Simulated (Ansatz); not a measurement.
Cl₂H₂SeSn (`[Cl][SnH]([Cl])[SeH]`), 6 atoms. Charge 0, multiplicity 1. Correlated methods include outer-core shells of Se, Sn, which these sets cover unevenly. Scalar relativity is left out up to krypton. Sn: def2 effective core potential. All runs use 4 threads of a server CPU on a shared host. Correlated methods freeze the cores.

Question: How many basis functions does each run have, and how long does it take in Ansatz? RKS PBE0-D4/def2-QZVPP energy; direct RPA on PBE orbitals/def2-TZVPP energy; RKS CAM-B3LYP-D4/def2-TZVPP energy; RKS r2SCANh-D4/def2-TZVPP energy; RKS PBE0-D4/def2-TZVP frequencies; RHF-MP2/def2-QZVPP energy; RKS PBE0-D4/def2-SVP energy; RKS ωB97M-V/def2-QZVPP energy; RKS PBE0-D4/def2-TZVP relaxation (18 steps); RKS r2SCAN0-D4/def2-TZVPP energy; RHF-CCSD(T)/def2-TZVPP energy; RKS ωB97M-V/def2-SVP energy. (Best estimate.)

Answer: Computed: Other jobs shared the machine, so times are rough.

```csv
level,job,functions,wall time,peak host memory (GiB)
RKS PBE0-D4/def2-SVP,energy,104,1.2 s,0.27
RKS CAM-B3LYP-D4/def2-TZVPP,energy,210,3.2 s,0.87
direct RPA on PBE orbitals/def2-TZVPP,energy,210,3.5 s,0.49
RKS r2SCAN0-D4/def2-TZVPP,energy,210,4.1 s,0.83
RKS ωB97M-V/def2-SVP,energy,104,4.1 s,0.39
RKS r2SCANh-D4/def2-TZVPP,energy,210,4.1 s,0.8
RKS PBE0-D4/def2-QZVPP,energy,371,7 s,1.6
RHF-MP2/def2-QZVPP,energy,371,12 s,1.7
RKS ωB97M-V/def2-QZVPP,energy,371,13 s,1.9
RKS PBE0-D4/def2-TZVP,relaxation (18 steps),184,55 s,0.69
RHF-CCSD(T)/def2-TZVPP,energy,210,74 s,3.1
RKS PBE0-D4/def2-TZVP,frequencies,184,88 s,0.66
```
